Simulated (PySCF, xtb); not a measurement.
Bi(H)(OH)2 (BiH3O2), SMILES [OH][BiH][OH]. One conformer was computed; it need not be the lowest.

Harmonic wavenumbers (cm⁻¹) from xtb with GFN2-xTB at its own minimum, in rising order: 168, 187, 309, 450, 452, 607, 612, 859, 915, 1794, 3691, 3694.

Problem. What does PySCF 2.14.0 with PBE-D3(BJ)/def2-TZVP give at its own minimum? (The exact figures need the calculation; the answer reports its results.)

Solution. 163, 167, 303, 512, 522, 538, 583, 826, 857, 1666, 3714, 3715. Paired by order, the mean absolute difference is 44 cm⁻¹ and the zero-point energies are 19.6 and 19.4 kcal/mol.
